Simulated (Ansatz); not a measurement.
A search over several starts for the lowest SCF solution of the cluster TiAl₃ at the given spin, in a small basis.

```yaml
crystal:
  periodic: [false, false, false]
  atoms:
    - {symbol: Ti, position_ang: [0.683830, -0.983259, 1.112622]}
    - {symbol: Al, position_ang: [-1.518460, 0.381426, 0.555562]}
    - {symbol: Al, position_ang: [1.057725, 1.254488, -0.252616]}
    - {symbol: Al, position_ang: [-0.223096, -0.652656, -1.415567]}
basis:
  gaussian: {orbitals: def2-SVP, initial_orbitals: start.molden}
magnetization: {spin_polarized: true, initial_magnetization: 1}
hamiltonian: {xc: pbe0, dispersion: d4}
output: {orbitals: {seedname: orbitals}}
```

The file start.molden holds the orbitals of an earlier run on this structure, at another level or in another basis.

```sh
$ ansatz run in.yaml --threads 4 --pin off --events-out ev --progress --plain --max-ram 3916MiB
```

Output, abridged:

```
Functional definition: PBE0
824 factors; integrals over basis functions are off by at most 6.1e-4 eV
mean field evaluation 1: about -42878.5013 eV, gradient 2.1e-1 eV
mean field evaluation 2: about -42878.5696 eV, gradient 1.2e-4 eV
mean field evaluation 4: about -42878.5696 eV, gradient 2.4e-5 eV
mean field evaluation 8: about -42878.5696 eV, gradient 6.1e-6 eV
mean field evaluation 16: about -42875.6994 eV, gradient 1.5e1 eV
mean field evaluation 32: about -42878.5566 eV, gradient 2.6e-2 eV
mean field evaluation 64: about -42814.0546 eV, gradient 1.7e2 eV
mean field evaluation 96: about -42812.3816 eV, gradient 1.7e2 eV
mean field evaluation 128: about -42878.5257 eV, gradient 1.3e-1 eV
mean field evaluation 160: about -42878.3245 eV, gradient 1.6e-2 eV
mean field evaluation 192: about -42877.4925 eV, gradient 6.8e0 eV
mean field evaluation 224: about -42861.4047 eV, gradient 5.4e1 eV
mean field evaluation 256: about -42851.4256 eV, gradient 6.6e1 eV
mean field evaluation 288: about -42876.5820 eV, gradient 7.4e0 eV
mean field evaluation 320: about -42878.5361 eV, gradient 3.0e-1 eV
mean field evaluation 352: about -42878.2327 eV, gradient 2.0e-1 eV
mean field evaluation 384: about -42878.3172 eV, gradient 7.5e-1 eV
mean field -42878.56961957 eV, -1575.7583693807 hartree, gradient 3.0e-6 eV, S^2 2.198342; 17 other end points of the search recorded, 0 dependent functions left out
reference -42878.56964816 eV, -1575.7583704315 hartree; 31, 30 occupied and 54, 55 virtual orbitals, 824 factors
Total energy: -42878.69113105 eV, -1575.7628348455 hartree
```

Hardware: 4 threads of Intel Xeon Platinum 8259CL on a shared host. Wall time 40 s.

The charge 0 doublet is spin-contaminated (final ⟨S²⟩ up to 2.20, 0.75 for a pure state). The geometry of the doublet was relaxed on an unsound state (⟨S²⟩ 2.20, where a pure state has 0.75). At PBE0-D4/def2-TZVP a quartet of charge 0 lies 0.13 eV below the doublet, each at its own geometry. That quartet is doubtful there (⟨S²⟩ 4.13, where a pure state has 3.75). The structure comes from a short search, and lower isomers may exist.
